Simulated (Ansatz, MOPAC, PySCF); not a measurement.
Diatomic CCl+, closed-shell singlet (lowest of 2S+1 = 1, 3, 5 at CCSD(T)/def2-TZVPP on PBE0 minima; our sources give no spin for the ground state, which may be another).

Seven points along R, fitted to fifth degree in 1/R; most abundant isotopes. Runs in def2 and cc sets follow the lowest solution found near the PBE0 minimum. The singlet is held restricted. HF and MP2 rows in def2 and cc sets belong to the determinant that coupled cluster picked by its CCSD energy.

The values were computed with Ansatz (a quantum-chemistry and plane-wave program) with Gaussian orbitals; MOPAC for AM1, PM6, PM7 (differences of heats of formation); PySCF for 6-31G* rows. 

```json
[
 {"level": "AM1", "r_e (Å)": "1.550", "ω_e (cm⁻¹)": "1145", "B_e (cm⁻¹)": "0.786", "ω_e x_e (cm⁻¹)": "4.9"},
 {"level": "PM6", "r_e (Å)": "1.556", "ω_e (cm⁻¹)": "970", "B_e (cm⁻¹)": "0.779", "ω_e x_e (cm⁻¹)": "3.6"},
 {"level": "PM7", "r_e (Å)": "1.564", "ω_e (cm⁻¹)": "947", "B_e (cm⁻¹)": "0.771", "ω_e x_e (cm⁻¹)": "4.7"},
 {"level": "HF/def2-TZVPP", "r_e (Å)": "1.518", "ω_e (cm⁻¹)": "1276", "B_e (cm⁻¹)": "0.819", "ω_e x_e (cm⁻¹)": "6.0"},
 {"level": "HF/def2-QZVPP", "r_e (Å)": "1.517", "ω_e (cm⁻¹)": "1275", "B_e (cm⁻¹)": "0.819", "ω_e x_e (cm⁻¹)": "6.0"},
 {"level": "BP86/6-31G*", "r_e (Å)": "1.569", "ω_e (cm⁻¹)": "1123", "B_e (cm⁻¹)": "0.767", "ω_e x_e (cm⁻¹)": "6.3"},
 {"level": "r2SCAN/def2-TZVPP", "r_e (Å)": "1.543", "ω_e (cm⁻¹)": "1175", "B_e (cm⁻¹)": "0.793", "ω_e x_e (cm⁻¹)": "6.1"},
 {"level": "B97M-V/def2-TZVPP", "r_e (Å)": "1.538", "ω_e (cm⁻¹)": "1196", "B_e (cm⁻¹)": "0.798", "ω_e x_e (cm⁻¹)": "6.1"},
 {"level": "B3LYP/6-31G*", "r_e (Å)": "1.552", "ω_e (cm⁻¹)": "1173", "B_e (cm⁻¹)": "0.783", "ω_e x_e (cm⁻¹)": "6.3"},
 {"level": "PBE0/def2-TZVPP", "r_e (Å)": "1.535", "ω_e (cm⁻¹)": "1206", "B_e (cm⁻¹)": "0.801", "ω_e x_e (cm⁻¹)": "5.9"},
 {"level": "BHLYP/def2-TZVPP", "r_e (Å)": "1.522", "ω_e (cm⁻¹)": "1245", "B_e (cm⁻¹)": "0.815", "ω_e x_e (cm⁻¹)": "6.1"},
 {"level": "CAM-B3LYP/def2-TZVPP", "r_e (Å)": "1.527", "ω_e (cm⁻¹)": "1224", "B_e (cm⁻¹)": "0.809", "ω_e x_e (cm⁻¹)": "6.0"},
 {"level": "wB97M-V/def2-TZVPP", "r_e (Å)": "1.531", "ω_e (cm⁻¹)": "1221", "B_e (cm⁻¹)": "0.805", "ω_e x_e (cm⁻¹)": "5.7"},
 {"level": "B2PLYP/def2-TZVPP", "r_e (Å)": "1.540", "ω_e (cm⁻¹)": "1178", "B_e (cm⁻¹)": "0.796", "ω_e x_e (cm⁻¹)": "6.4"},
 {"level": "MP2/6-31G*", "r_e (Å)": "1.534", "ω_e (cm⁻¹)": "1264", "B_e (cm⁻¹)": "0.802", "ω_e x_e (cm⁻¹)": "5.7"},
 {"level": "MP2/aug-cc-pV(T+d)Z", "r_e (Å)": "1.532", "ω_e (cm⁻¹)": "1234", "B_e (cm⁻¹)": "0.804", "ω_e x_e (cm⁻¹)": "5.3"},
 {"level": "MP2/def2-TZVPP", "r_e (Å)": "1.530", "ω_e (cm⁻¹)": "1242", "B_e (cm⁻¹)": "0.806", "ω_e x_e (cm⁻¹)": "5.3"},
 {"level": "MP2/aug-cc-pV(Q+d)Z", "r_e (Å)": "1.529", "ω_e (cm⁻¹)": "1239", "B_e (cm⁻¹)": "0.807", "ω_e x_e (cm⁻¹)": "5.2"},
 {"level": "MP2/aug-cc-pV(5+d)Z", "r_e (Å)": "1.528", "ω_e (cm⁻¹)": "1242", "B_e (cm⁻¹)": "0.808", "ω_e x_e (cm⁻¹)": "5.3"},
 {"level": "MP2/CBS(aug-cc-pV(Q+d)Z, aug-cc-pV(5+d)Z)", "r_e (Å)": "1.527", "ω_e (cm⁻¹)": "1244", "B_e (cm⁻¹)": "0.810", "ω_e x_e (cm⁻¹)": "5.3"},
 {"level": "SCS-MP2/def2-TZVPP", "r_e (Å)": "1.531", "ω_e (cm⁻¹)": "1237", "B_e (cm⁻¹)": "0.805", "ω_e x_e (cm⁻¹)": "5.6"},
 {"level": "CCSD/def2-TZVPP", "r_e (Å)": "1.535", "ω_e (cm⁻¹)": "1218", "B_e (cm⁻¹)": "0.801", "ω_e x_e (cm⁻¹)": "6.1"},
 {"level": "CCSD/def2-QZVPP", "r_e (Å)": "1.533", "ω_e (cm⁻¹)": "1220", "B_e (cm⁻¹)": "0.803", "ω_e x_e (cm⁻¹)": "6.0"},
 {"level": "CCSD/aug-cc-pV(5+d)Z", "r_e (Å)": "1.532", "ω_e (cm⁻¹)": "1222", "B_e (cm⁻¹)": "0.804", "ω_e x_e (cm⁻¹)": "6.0"},
 {"level": "CCSD(T)/aug-cc-pV(T+d)Z", "r_e (Å)": "1.547", "ω_e (cm⁻¹)": "1169", "B_e (cm⁻¹)": "0.788", "ω_e x_e (cm⁻¹)": "6.4"},
 {"level": "CCSD(T)/def2-TZVPP", "r_e (Å)": "1.545", "ω_e (cm⁻¹)": "1177", "B_e (cm⁻¹)": "0.790", "ω_e x_e (cm⁻¹)": "6.4"},
 {"level": "CCSD(T)/aug-cc-pV(Q+d)Z", "r_e (Å)": "1.544", "ω_e (cm⁻¹)": "1177", "B_e (cm⁻¹)": "0.792", "ω_e x_e (cm⁻¹)": "6.3"},
 {"level": "CCSD(T)/def2-QZVPP", "r_e (Å)": "1.543", "ω_e (cm⁻¹)": "1179", "B_e (cm⁻¹)": "0.792", "ω_e x_e (cm⁻¹)": "6.3"},
 {"level": "CCSD(T)/CBS(def2-TZVPP, def2-QZVPP)", "r_e (Å)": "1.542", "ω_e (cm⁻¹)": "1181", "B_e (cm⁻¹)": "0.793", "ω_e x_e (cm⁻¹)": "6.2"},
 {"level": "CCSD(T)/CBS(aug-cc-pV(Q+d)Z, aug-cc-pV(5+d)Z)", "r_e (Å)": "1.540", "ω_e (cm⁻¹)": "1184", "B_e (cm⁻¹)": "0.795", "ω_e x_e (cm⁻¹)": "6.3"}
]
```

Frozen-core correlation. CBS(a, b) extrapolates the correlation energy as X⁻³ and adds the Hartree–Fock energy of set b. Rows in 6-31G* carry no dispersion term and start afresh at each structure (6-31G* with six Cartesian d functions). MP2/6-31G* freezes PySCF's default core. The state that AM1, PM6, PM7 reach isn't checked; PM7 holds dispersion and hydrogen-bond terms.
